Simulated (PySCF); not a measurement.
Two species compared at the same levels of theory.

First species: C2H11NSi3.
SMILES with atom numbers: `[CH3:1]/[N:2]=[CH:3]/[SiH:4]([SiH3:5])[SiH3:6]` (hydrogens: H7, H8, H9 on C1; H10 on C3; H11 on Si4; H12, H13, H14 on Si5; H15, H16, H17 on Si6)

Second species: Ag(PF3)H (singlet state).
SMILES: `[H][Ag]<-[P](F)(F)F`

Levels: CAM-B3LYP/def2-SVPD for dipole moment, HOMO energy, LUMO energy, HOMO–LUMO gap and static isotropic polarisability; TDDFT CAM-B3LYP/def2-SVPD for lowest singlet excitation; TDA CAM-B3LYP/def2-SVPD for lowest triplet excitation (Tamm–Dancoff); ΔSCF CAM-B3LYP/def2-SVPD for vertical ionisation energy; PBE0-D3(BJ)/def2-SVP for rotational constant A and rotational constant C. Geometries: PBE0-D3(BJ)/def2-SVP. Each species is one conformer at its optimised geometry, gas phase (atoms past krypton carry core potentials, spin–orbit coupling is left out). Electronic properties by PySCF.

Dipoles, sizes and rotational constants follow the conformer. The torsions of the flexible species, by atom-mapped SMILES:
- `[CH3:1]/[N:2]=[CH:3]/[SiH:4]([SiH3:5])[SiH3:6]`: N2–C3–Si4–Si5 -8°

Question: Which has the higher T1 energy?

Answer: The second: 3.89 eV against 3.65 eV, a difference of 0.24 eV.

Question: Which has the higher S1 energy?

Answer: The first: 4.45 eV against 4.35 eV, a difference of 0.10 eV.

Question: Which of the two has the higher vertical ionisation energy, and by how much?

Answer: The second: 9.23 eV against 9.18 eV, a difference of 0.05 eV.

Question: Which of the two has the higher rotational constant A, and by how much?

Answer: The second: 4.615 GHz against 1.901 GHz, a difference of 2.714 GHz.

Question: Which has the higher HOMO energy?

Answer: The second: -8.24 eV against -8.61 eV, a difference of 0.37 eV.

Question: Which of the two has the higher rotational constant C, and by how much?

Answer: The second: 1.073 GHz against 0.794 GHz, a difference of 0.279 GHz.

Question: Which has the higher static isotropic polarisability?

Answer: The first: 125.4 au against 59.0 au, a difference of 66.4 au.

Question: Which of the two has the higher LUMO energy, and by how much?

Answer: The first: 0.10 eV against -0.91 eV, a difference of 1.01 eV.

On the first: In wavenumbers S1 is 35900 cm⁻¹ (1 eV = 8065.54 cm⁻¹). The vertical singlet–triplet gap S1 − T1 is 0.80 eV (TDDFT singlet less Tamm–Dancoff triplet; S1: HOMO→LUMO, weight 0.88; T1: HOMO→LUMO, weight 0.86).

On the second: In atomic units the dipole is 1.28 e·bohr (1 au = 2.5417 D). The polarisability is 8.74 Å³ as a volume (1 au = 0.148185 Å³). Atoms past krypton carry effective core potentials; spin–orbit coupling is left out.
